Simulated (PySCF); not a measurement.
Isomers of C3H8SeSi. Theory: PySCF, PBE0-D3(BJ)/def2-SVP geometry optimisation, gas phase. One conformer each; no zero-point energy, no entropy. No frequencies were run at this level. Point groups hold within 0.08 Å.

Question: Order them by energy at this level, lowest first, and give relative energies in kcal/mol.
A. `[CH2:1]=[CH:2][CH2:3][Se:4][SiH3:5]` with C1–C2–C3–Se4 111°, C2–C3–Se4–Si5 79°
B. `[SeH:1][SiH2:2][CH:3]1[CH2:4][CH2:5]1` with H–Se1–Si2–C3 -61°, Se1–Si2–C3–C4 88°

Answer: B (0.0), A (10.9).

As drawn, the lower has a three-membered ring and an Si–C bond, which the higher lacks; the higher has a C=C bond outside aromatic rings, which the lower lacks.

```csv
SMILES,E (Eh),E rel (kcal/mol),dipole (D),point group,"A, B, C (MHz)"
[SeH][SiH2]C1CC1,-2809.16893,0.0,1.92,C1,"7290, 988.5, 917.7"
C=CC[Se][SiH3],-2809.15158,10.9,1.24,C1,"4029, 1418, 1146"
```
